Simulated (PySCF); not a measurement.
**H$_{2}$GaS$_{2}$, SMILES `[SH][Ga][SH]` (H–S–Ga–S torsion -180°, S–Ga–S–H torsion 0°) (charge 0, multiplicity 2)**

Method: PySCF 2.14.0 with PBE0-D4/def2-TZVP.

| Quantity | Result |
|---|---|
| highest occupied spin orbital | -6.30 eV |
| dipole moment | 1.34 D |
| total energy | -2721.9843 Ha |
| cost | roughly 120 core-seconds |

```xyz
5

S      1.3717     0.8096    -0.6020
Ga     0.1401    -0.9460     0.0209
S     -2.0710    -0.6491     0.0974
H      2.5368     0.1513    -0.4910
H     -1.9776     0.6342    -0.2968
```
Charge 0, spin multiplicity 2.
